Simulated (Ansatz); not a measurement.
A short molecular-dynamics run on In4P4H14, a cluster cut from wurtzite InP (hydrogen-capped).

```yaml
crystal:
  periodic: [false, false, false]
  atoms:
    - {symbol: In, position_ang: [-2.218645, -1.273621, -1.511013]}
    - {symbol: P, position_ang: [-1.965634, -1.136675, 1.187698]}
    - {symbol: In, position_ang: [2.209356, -1.285455, -1.515601]}
    - {symbol: P, position_ang: [-0.001752, -0.004418, -2.004821]}
    - {symbol: P, position_ang: [1.971778, -1.133392, 1.183638]}
    - {symbol: In, position_ang: [0.003501, 0.006016, 2.433261]}
    - {symbol: In, position_ang: [0.003175, 2.552109, -1.521472]}
    - {symbol: P, position_ang: [0.000095, 2.277380, 1.178546]}
    - {symbol: H, position_ang: [-2.042345, -2.977526, -1.810305]}
    - {symbol: H, position_ang: [-3.597107, -0.254332, -1.802502]}
    - {symbol: H, position_ang: [-2.057585, -2.433492, 1.788284]}
    - {symbol: H, position_ang: [-3.137899, -0.584440, 1.797425]}
    - {symbol: H, position_ang: [2.018864, -2.989790, -1.803914]}
    - {symbol: H, position_ang: [3.593398, -0.278003, -1.821152]}
    - {symbol: H, position_ang: [-0.002966, -0.007472, -3.441464]}
    - {symbol: H, position_ang: [2.073510, -2.426423, 1.790774]}
    - {symbol: H, position_ang: [3.144638, -0.571943, 1.783722]}
    - {symbol: H, position_ang: [0.004877, 0.009395, 4.168009]}
    - {symbol: H, position_ang: [-1.563479, 3.244891, -1.820891]}
    - {symbol: H, position_ang: [1.572327, 3.239967, -1.819061]}
    - {symbol: H, position_ang: [-1.074853, 3.009611, 1.777902]}
    - {symbol: H, position_ang: [1.066728, 3.017600, 1.782940]}
basis:
  gaussian: {orbitals: def2-SVP}
hamiltonian: {xc: {name: revPBE}, dispersion: d3bjatm}
md: {timestep: 2 fs, n_steps: 15, ensemble: nvt_nose_hoover, temperature: 500, initial_velocities: maxwell_boltzmann, seed: 919}
scf: {omitted_lower_state_checks: [starts]}
```

```sh
$ ansatz run in.yaml --threads 2 --pin off --events-out ev --progress --plain --max-ram 32768MiB --backend cuda --devices 0, --max-vram 18GiB
```

| step | time (fs) | potential energy (eV) | kinetic (eV) | T (K) | conserved (eV) |
| --- | --- | --- | --- | --- | --- |
| 0 | 0.0 | -58068.2334 | 1.2926 | 500 | -58066.9408 |
| 1 | 2.0 | -58067.9255 | 1.0430 | 403 | -58066.8825 |
| 2 | 4.0 | -58067.6036 | 0.7445 | 288 | -58066.8592 |
| 3 | 6.0 | -58067.6448 | 0.7675 | 297 | -58066.8778 |
| 4 | 8.0 | -58067.7842 | 0.8801 | 340 | -58066.9054 |
| 5 | 10.0 | -58067.6169 | 0.7218 | 279 | -58066.8972 |
| 6 | 12.0 | -58067.5077 | 0.6491 | 251 | -58066.8616 |
| 7 | 14.0 | -58067.7199 | 0.8028 | 311 | -58066.9214 |
| 8 | 16.0 | -58067.4749 | 0.6161 | 238 | -58066.8647 |
| 9 | 18.0 | -58067.4156 | 0.5538 | 214 | -58066.8692 |
| 10 | 20.0 | -58067.5491 | 0.6732 | 260 | -58066.8852 |
| 11 | 22.0 | -58067.6067 | 0.7206 | 279 | -58066.8978 |
| 12 | 24.0 | -58067.4009 | 0.5342 | 207 | -58066.8808 |
| 13 | 26.0 | -58067.4262 | 0.5923 | 229 | -58066.8504 |
| 14 | 28.0 | -58067.8526 | 0.9488 | 367 | -58066.9239 |
| 15 | 30.0 | -58067.7062 | 0.8584 | 332 | -58066.8725 |

Velocities are drawn at the set temperature; a run this short doesn't reach equilibrium. The conserved energy moves by 0.09 eV, a sign that the time step is too long.

In the def2 sets In takes a core potential; there is no spin–orbit coupling.

Frames (Å, forces in eV/Å):

```xyz
22
time=0.0 fs
In   -2.219   -1.274   -1.511   -0.038   -0.021   -0.036
P    -1.966   -1.137    1.188   -0.027   -0.016    0.033
In    2.209   -1.285   -1.516    0.037   -0.022   -0.036
P    -0.002   -0.004   -2.005    0.000    0.000   -0.018
P     1.972   -1.133    1.184    0.028   -0.016    0.033
In    0.004    0.006    2.433    0.000   -0.001    0.052
In    0.003    2.552   -1.521    0.000    0.043   -0.037
P     0.000    2.277    1.179   -0.001    0.032    0.032
H    -2.042   -2.978   -1.810    0.005   -0.048   -0.008
H    -3.597   -0.254   -1.803   -0.039    0.028   -0.007
H    -2.058   -2.433    1.788    0.005    0.002   -0.006
H    -3.138   -0.584    1.797    0.003    0.003   -0.007
H     2.019   -2.990   -1.804   -0.005   -0.048   -0.007
H     3.593   -0.278   -1.821    0.040    0.028   -0.007
H    -0.003   -0.007   -3.441    0.000    0.000    0.005
H     2.074   -2.426    1.791   -0.004    0.001   -0.006
H     3.145   -0.572    1.784   -0.004    0.003   -0.007
H     0.005    0.009    4.168    0.000    0.000    0.051
H    -1.563    3.245   -1.821   -0.044    0.021   -0.008
H     1.572    3.240   -1.819    0.044    0.020   -0.007
H    -1.075    3.010    1.778   -0.001   -0.004   -0.006
H     1.067    3.018    1.783    0.001   -0.005   -0.006
22
time=2.0 fs
In   -2.217   -1.275   -1.509   -0.217   -0.485   -0.230
P    -1.972   -1.136    1.186    0.032    0.871   -0.323
In    2.212   -1.289   -1.517    0.131   -0.104   -0.161
P    -0.003   -0.010   -2.008   -0.035    0.063   -0.233
P     1.975   -1.129    1.179    1.788    0.406    0.805
In    0.000    0.009    2.428    0.003   -0.040    0.615
In    0.003    2.554   -1.515   -0.329    0.046   -0.073
P     0.003    2.278    1.179   -0.884   -0.468   -0.430
H    -2.037   -3.053   -1.824   -0.082    0.641    0.121
H    -3.622   -0.239   -1.811    0.206   -0.186    0.042
H    -2.129   -2.364    1.808    0.023   -1.019    0.416
H    -3.116   -0.558    1.816   -0.054    0.157   -0.070
H     1.985   -3.005   -1.833    0.058    0.165    0.054
H     3.600   -0.263   -1.850   -0.112   -0.111    0.039
H    -0.032   -0.014   -3.457    0.029   -0.003    0.246
H     2.096   -2.454    1.756   -0.034    0.341   -0.085
H     3.302   -0.542    1.787   -1.763   -0.759   -0.731
H    -0.023   -0.023    4.210    0.020    0.020   -0.428
H    -1.598    3.238   -1.832    0.293   -0.079    0.039
H     1.599    3.197   -1.715    0.082    0.087   -0.086
H    -1.028    3.065    1.770   -0.299   -0.102    0.008
H     0.991    3.037    1.764    1.146    0.560    0.466
22
time=6.0 fs
In   -2.215   -1.280   -1.505   -0.380   -0.762   -0.408
P    -1.984   -1.133    1.182   -0.269   -0.002    0.382
In    2.216   -1.295   -1.519    0.120   -0.150   -0.295
P    -0.005   -0.022   -2.016   -0.062    0.187   -0.088
P     1.989   -1.118    1.173    2.134    0.434    0.543
In   -0.006    0.014    2.418    0.010   -0.185    1.082
In    0.002    2.559   -1.503   -0.280   -0.015   -0.133
P     0.007    2.277    1.179   -0.240    0.675    0.281
H    -2.038   -3.116   -1.835   -0.127    1.053    0.208
H    -3.642   -0.234   -1.822    0.370   -0.327    0.082
H    -2.267   -2.343    1.895    0.298   -0.166   -0.112
H    -3.079   -0.482    1.843    0.010    0.241   -0.242
H     1.927   -3.012   -1.882    0.147    0.325    0.131
H     3.595   -0.249   -1.901   -0.211   -0.227    0.097
H    -0.085   -0.028   -3.458    0.066    0.000    0.147
H     2.136   -2.465    1.677   -0.090    0.291    0.032
H     3.395   -0.575    1.705   -2.092   -0.725   -0.631
H    -0.075   -0.084    4.235    0.072    0.075   -0.738
H    -1.626    3.213   -1.849    0.535   -0.084    0.064
H     1.659    3.121   -1.519   -0.126    0.098   -0.221
H    -0.973    3.159    1.754   -0.401   -0.440   -0.073
H     0.977    3.137    1.780    0.517   -0.298   -0.109
22
time=8.0 fs
In   -2.214   -1.282   -1.503   -0.319   -0.661   -0.380
P    -1.990   -1.130    1.181   -0.513   -0.627    0.898
In    2.219   -1.299   -1.520   -0.004   -0.100   -0.278
P    -0.006   -0.027   -2.020   -0.041    0.250    0.209
P     2.000   -1.112    1.172    0.836    0.219   -0.166
In   -0.009    0.017    2.414    0.035   -0.255    0.933
In    0.002    2.561   -1.497    0.045   -0.135   -0.108
P     0.007    2.277    1.179    0.334    1.434    0.753
H    -2.045   -3.088   -1.829   -0.098    0.847    0.177
H    -3.632   -0.250   -1.822    0.262   -0.235    0.064
H    -2.323   -2.358    1.941    0.489    0.583   -0.555
H    -3.061   -0.431    1.845    0.079    0.157   -0.313
H     1.905   -2.998   -1.900    0.154    0.224    0.130
H     3.581   -0.255   -1.922   -0.126   -0.175    0.095
H    -0.109   -0.035   -3.446    0.061    0.004   -0.131
H     2.151   -2.451    1.637   -0.108   -0.073    0.177
H     3.318   -0.637    1.625   -0.792   -0.132   -0.071
H    -0.098   -0.111    4.205    0.090    0.087   -0.550
H    -1.610    3.195   -1.854    0.391    0.014    0.027
H     1.684    3.089   -1.432   -0.270    0.084   -0.295
H    -0.969    3.185    1.743   -0.288   -0.567   -0.093
H     1.016    3.185    1.792   -0.216   -0.944   -0.522
22
time=12.0 fs
In   -2.213   -1.288   -1.499   -0.014    0.259   -0.067
P    -2.004   -1.128    1.181   -0.358   -0.294    0.744
In    2.224   -1.306   -1.522   -0.326    0.106   -0.151
P    -0.009   -0.037   -2.028   -0.018    0.376    0.357
P     2.020   -1.100    1.166   -3.759   -1.124   -1.682
In   -0.015    0.022    2.406    0.133   -0.269   -0.029
In    0.001    2.565   -1.485    0.810   -0.551    0.034
P     0.010    2.284    1.181    0.329    1.142    0.580
H    -2.069   -2.955   -1.801    0.065   -0.528   -0.056
H    -3.589   -0.303   -1.818   -0.222    0.182   -0.032
H    -2.378   -2.315    1.966    0.388    0.488   -0.429
H    -3.016   -0.313    1.811    0.049   -0.014   -0.290
H     1.879   -2.950   -1.922    0.094   -0.224    0.063
H     3.544   -0.282   -1.953    0.196    0.065    0.035
H    -0.148   -0.048   -3.446    0.076    0.013   -0.236
H     2.167   -2.443    1.582   -0.152   -0.332    0.265
H     3.204   -0.726    1.499    3.798    1.489    1.369
H    -0.132   -0.155    4.099    0.074    0.034    0.414
H    -1.544    3.166   -1.863   -0.254    0.317   -0.131
H     1.701    3.035   -1.295   -0.330    0.109   -0.420
H    -0.993    3.170    1.712   -0.221   -0.417    0.070
H     1.056    3.166    1.752   -0.357   -0.829   -0.407
22
time=14.0 fs
In   -2.212   -1.291   -1.498    0.095    0.885    0.115
P    -2.012   -1.127    1.183    0.070    0.582    0.050
In    2.226   -1.309   -1.524   -0.402    0.203   -0.121
P    -0.011   -0.041   -2.031   -0.047    0.431    0.119
P     2.025   -1.096    1.160   -0.050   -0.214   -0.567
In   -0.018    0.025    2.402    0.176   -0.223   -0.472
In    0.001    2.567   -1.479    0.922   -0.735    0.065
P     0.013    2.289    1.184   -0.372    0.177    0.029
H    -2.079   -2.903   -1.787    0.150   -1.346   -0.196
H    -3.575   -0.323   -1.817   -0.416    0.353   -0.071
H    -2.380   -2.259    1.950    0.052   -0.319    0.172
H    -2.989   -0.253    1.776   -0.040   -0.061   -0.204
H     1.872   -2.934   -1.929    0.060   -0.404    0.035
H     3.534   -0.295   -1.966    0.305    0.151    0.004
H    -0.164   -0.054   -3.461    0.116    0.017    0.026
H     2.167   -2.458    1.569   -0.129    0.009    0.196
H     3.343   -0.692    1.509    0.038    0.227    0.325
H    -0.145   -0.175    4.059    0.052   -0.009    0.850
H    -1.519    3.167   -1.874   -0.470    0.408   -0.188
H     1.690    3.014   -1.250   -0.200    0.156   -0.446
H    -1.017    3.136    1.699   -0.219   -0.202    0.205
H     1.053    3.104    1.705    0.309   -0.085    0.074
22
time=18.0 fs
In   -2.211   -1.295   -1.494   -0.025    0.358   -0.036
P    -2.028   -1.123    1.185    0.581    1.159   -0.614
In    2.230   -1.315   -1.526   -0.312    0.172   -0.244
P    -0.014   -0.048   -2.037   -0.075    0.490   -0.106
P     2.035   -1.088    1.147    2.305    0.210    0.260
In   -0.023    0.030    2.393    0.201   -0.308   -0.142
In    0.001    2.570   -1.466    0.170   -0.763   -0.162
P     0.014    2.300    1.189   -1.251   -0.880   -0.469
H    -2.081   -2.956   -1.782    0.082   -0.678   -0.086
H    -3.594   -0.322   -1.823   -0.217    0.192   -0.027
H    -2.392   -2.212    1.959   -0.318   -0.748    0.648
H    -2.944   -0.143    1.688   -0.199   -0.184   -0.011
H     1.864   -2.950   -1.937    0.093   -0.268    0.078
H     3.548   -0.302   -1.991    0.184    0.061    0.033
H    -0.181   -0.064   -3.479    0.159    0.024    0.284
H     2.154   -2.476    1.564   -0.049    0.456    0.093
H     3.549   -0.624    1.546   -2.463   -0.660   -0.351
H    -0.164   -0.215    4.077    0.091    0.056    0.429
H    -1.520    3.214   -1.916   -0.104    0.235   -0.067
H     1.653    2.991   -1.210    0.234    0.271   -0.418
H    -1.087    3.052    1.699    0.134    0.100    0.336
H     1.112    2.999    1.639    0.780    0.706    0.572
22
time=20.0 fs
In   -2.210   -1.298   -1.493   -0.204   -0.312   -0.240
P    -2.035   -1.119    1.185    0.361    0.264   -0.025
In    2.232   -1.319   -1.528   -0.215    0.066   -0.349
P    -0.015   -0.051   -2.040   -0.034    0.496    0.083
P     2.044   -1.084    1.141    1.970    0.324    0.248
In   -0.026    0.032    2.389    0.213   -0.432    0.326
In    0.002    2.572   -1.460   -0.282   -0.644   -0.342
P     0.013    2.303    1.190   -0.343   -0.357   -0.058
H    -2.076   -3.035   -1.786   -0.006    0.206    0.052
H    -3.620   -0.308   -1.828    0.052   -0.030    0.032
H    -2.416   -2.238    2.003   -0.081    0.244   -0.001
H    -2.932   -0.097    1.641   -0.229   -0.270    0.061
H     1.865   -2.977   -1.938    0.141   -0.030    0.126
H     3.568   -0.301   -2.003    0.021   -0.059    0.080
H    -0.181   -0.068   -3.472    0.133    0.028    0.105
H     2.144   -2.461    1.567   -0.002    0.293    0.122
H     3.520   -0.624    1.547   -2.209   -0.609   -0.316
H    -0.169   -0.233    4.119    0.134    0.141   -0.110
H    -1.532    3.254   -1.943    0.228    0.061    0.055
H     1.644    2.994   -1.214    0.364    0.294   -0.389
H    -1.118    3.014    1.717    0.383    0.167    0.320
H     1.193    2.988    1.638   -0.394    0.159    0.219
22
time=24.0 fs
In   -2.209   -1.302   -1.489   -0.454   -0.927   -0.439
P    -2.047   -1.110    1.186    0.119   -0.363    0.516
In    2.236   -1.325   -1.531   -0.083   -0.095   -0.458
P    -0.018   -0.054   -2.045    0.091    0.489    0.545
P     2.068   -1.074    1.130   -3.010   -0.648   -1.178
In   -0.032    0.036    2.381    0.300   -0.631    0.734
In    0.002    2.573   -1.449   -0.366   -0.370   -0.545
P     0.010    2.310    1.193    0.486    0.019    0.313
H    -2.070   -3.149   -1.787   -0.086    1.053    0.164
H    -3.658   -0.289   -1.833    0.382   -0.294    0.102
H    -2.467   -2.236    2.073    0.124    1.003   -0.594
H    -2.933   -0.038    1.556   -0.206   -0.374    0.137
H     1.885   -3.025   -1.924    0.183    0.301    0.171
H     3.605   -0.308   -2.015   -0.196   -0.199    0.135
H    -0.166   -0.072   -3.458    0.059    0.041   -0.327
H     2.124   -2.409    1.590    0.032   -0.310    0.231
H     3.261   -0.677    1.527    2.652    0.995    1.135
H    -0.163   -0.250    4.175    0.168    0.239   -0.688
H    -1.522    3.336   -1.986    0.504   -0.155    0.200
H     1.666    3.033   -1.267    0.134    0.182   -0.328
H    -1.132    2.958    1.790    0.542    0.279    0.235
H     1.277    2.969    1.653   -1.373   -0.233   -0.062
22
time=26.0 fs
In   -2.208   -1.305   -1.488   -0.450   -0.952   -0.429
P    -2.053   -1.106    1.188    0.244    0.064    0.212
In    2.237   -1.328   -1.533   -0.054   -0.095   -0.453
P    -0.020   -0.055   -2.047    0.121    0.481    0.461
P     2.077   -1.070    1.122   -4.115   -1.060   -1.537
In   -0.034    0.038    2.377    0.351   -0.663    0.633
In    0.002    2.574   -1.443   -0.056   -0.281   -0.565
P     0.009    2.313    1.195    0.103   -0.236    0.177
H    -2.071   -3.151   -1.778   -0.080    1.040    0.150
H    -3.657   -0.295   -1.830    0.369   -0.279    0.097
H    -2.485   -2.179    2.076   -0.016    0.542   -0.300
H    -2.946   -0.030    1.521   -0.186   -0.331    0.149
H     1.905   -3.034   -1.907    0.153    0.294    0.156
H     3.613   -0.323   -2.014   -0.193   -0.175    0.118
H    -0.155   -0.071   -3.466    0.057    0.049   -0.209
H     2.115   -2.396    1.614    0.037   -0.286    0.187
H     3.217   -0.669    1.561    3.694    1.397    1.601
H    -0.151   -0.246    4.167    0.154    0.233   -0.646
H    -1.489    3.370   -1.997    0.398   -0.154    0.191
H     1.688    3.065   -1.313   -0.116    0.069   -0.273
H    -1.108    2.945    1.841    0.426    0.328    0.190
H     1.243    2.947    1.658   -0.842    0.013    0.091
22
time=30.0 fs
In   -2.208   -1.311   -1.486   -0.200   -0.411   -0.225
P    -2.063   -1.097    1.190    0.731    1.289   -0.873
In    2.241   -1.335   -1.538   -0.091    0.064   -0.373
P    -0.023   -0.054   -2.050    0.161    0.464    0.068
P     2.084   -1.064    1.104    1.159    0.482    1.284
In   -0.039    0.040    2.370    0.448   -0.563   -0.097
In    0.003    2.575   -1.432    0.729   -0.295   -0.530
P     0.006    2.318    1.200   -1.511   -0.961   -0.316
H    -2.081   -3.045   -1.746    0.024    0.119   -0.010
H    -3.619   -0.334   -1.814   -0.003    0.035    0.011
H    -2.536   -2.036    2.073   -0.516   -0.945    0.808
H    -2.992   -0.047    1.467   -0.136   -0.054    0.111
H     1.961   -3.024   -1.857    0.017   -0.053    0.068
H     3.612   -0.369   -1.999    0.022    0.037    0.004
H    -0.125   -0.065   -3.496    0.066    0.058    0.294
H     2.104   -2.392    1.679    0.084    0.271   -0.092
H     3.415   -0.543    1.758   -1.766   -0.673   -0.820
H    -0.109   -0.212    4.086    0.092    0.116    0.083
H    -1.386    3.422   -2.001   -0.176    0.053    0.025
H     1.712    3.132   -1.433   -0.419   -0.132   -0.101
H    -1.018    2.957    1.962    0.049    0.268    0.001
H     1.122    2.923    1.692    1.234    0.832    0.681
```

Run time 46 s (2 threads of AMD EPYC 7R13 on a shared host and a share (18 GiB) of an NVIDIA H100 80GB HBM3), peak host memory 0.93 GiB.
